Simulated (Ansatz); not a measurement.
`O=C[SiH]1NCN1` + `C=[C]([SiH3])[GeH3]` → `[SiH3][SiH]1NCN1` + `C=[C]([GeH3])C=O`  (redistribution)

Calculated with Ansatz (gas phase, PBE0-D4/def2-TZVP geometries, no zero-point term in ΔE). CBS: MP2 limit from def2 TZ/QZ plus the TZ coupled-cluster correction, frozen cores. Functionals use def2-TZVPP. B3LYP here is the variant with VWN-RPA as its local correlation; programs differ in this. For Ge outer-core shells are correlated without core-valence functions, which leaves a few kJ/mol of doubt a bond. Scalar relativity is left out up to krypton. One conformer a species, not always the lowest.

Q: Is it downhill or uphill in electronic energy at CCSD(T)/CBS, and by how much? (Estimate.)

A: Ansatz gave: Downhill: ΔE = -15.2 kJ/mol.

Q: What do these levels give: PBE-D4, PBE0-D4, B3LYP-D4, ωB97M-V, r2SCAN, PBE0, B3LYP, SCS-MP2/def2-TZVPP, CCSD/def2-TZVPP, CCSD(T)/def2-TZVPP, SCS-MP2/def2-QZVPP, HF/CBS(def2)? (An estimate is asked.)

A: The calculation gave: PBE-D4 -31.0, PBE0-D4 -29.6, B3LYP-D4 -20.8, ωB97M-V -12.5, r2SCAN -27.3, PBE0 -30.2, B3LYP -22.1, SCS-MP2/def2-TZVPP -12.3, CCSD/def2-TZVPP -16.5, CCSD(T)/def2-TZVPP -17.7, SCS-MP2/def2-QZVPP -10.6, HF/CBS(def2) -15.7 kJ/mol.

Largest T1 diagnostic among the species: 0.014.
